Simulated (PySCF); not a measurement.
## Computed properties of AlFH5NO2Si, SMILES [OH][Al]([OH])[NH][SiH2]F

AlFH5NO2Si, SMILES [SiH2](F)[NH][Al]([OH])[OH]. Geometry: B3LYP-D3(BJ)/def2-SVP. The structure was generated by enumeration; whether it is a known compound was not checked. One conformer was computed; it need not be the lowest. All values are computed for the isolated molecule unless a solvent is named; none is compared with measurement here.

**Structure.** All 27 harmonic modes at B3LYP-D3(BJ)/def2-SVP (PySCF) are real, so it is a minimum. With heavy atoms numbered as in [SiH2:1]([F:2])[NH:3][Al:4]([OH:5])[OH:6], the shortest bond between them is Si1–F2 at 1.633 Å and the longest N3–Al4 at 1.793 Å.

**Vibrations.** The strongest infrared lines (harmonic, unscaled, degenerate partners summed) lie at 1140 cm⁻¹ (342 km/mol, H 53 %, N 39 %), 980 cm⁻¹ (236 km/mol, H 68 %, Si 24 %), 957 cm⁻¹ (236 km/mol, H 80 %, Si 11 %). The softest mode is at 46 cm⁻¹ and the zero-point energy is 40.3 kcal/mol.

**Electronic structure.** B3LYP/def2-TZVP (PySCF) places the frontier levels at -8.01 and -0.83 eV, a gap of 7.18 eV, and gives a dipole moment of 1.45 D and a mean polarisability of 58.9 bohr³. PBE/def2-TZVP (PySCF) at the same geometry gives -6.85 and -1.38 eV, so its gap is 1.71 eV narrower. An orbital gap is neither the optical nor the fundamental gap.

**Excitations.** TDDFT-B3LYP/def2-SVPD (PySCF) has S1 at 5.99 eV (207 nm, f = 0.011, weak); the most intense of the 10 singlets computed lies at 7.52 eV (f = 0.13). T1 (TDA) is at 5.75 eV. TDDFT-PBE/def2-SVPD (PySCF) puts S1 at 5.41 eV. No vertical singlet excitation falls in the visible range (under 3.1 eV).

**NMR.** GIAO shifts at PBE0/pcSseg-1 (PySCF) (non-relativistic, atoms alike by connectivity averaged): ¹H from 1.6 to 5.0 ppm against TMS; ²⁹Si at -19.8 ppm against TMS; ¹⁹F at -162.2 ppm against CFCl3.
